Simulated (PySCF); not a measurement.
C2H3Cl2FSi, SMILES F/C([SiH2]Cl)=C/Cl. The structure is a stationary point at PBE-D3(BJ)/def2-SVP. The structure was generated by enumeration; whether it is a known compound was not checked. Other conformers were not sampled.

Computed equilibrium geometry at PBE-D3(BJ)/def2-SVP (PySCF confirms it by a frequency run) as a Z-matrix (one conformer of several):
```
C
C 1 1.3516
F 1 1.3570 2 117.56
H 2 1.1017 1 122.30 3 0.64
Cl 2 1.7284 4 115.62 1 179.41
Si 1 1.8953 2 126.97 4 -179.64
H 6 1.4959 1 110.53 2 39.81
H 6 1.4972 7 111.75 1 -118.71
Cl 6 2.0813 7 108.70 8 -120.10
```
Charge 0, spin multiplicity 1.
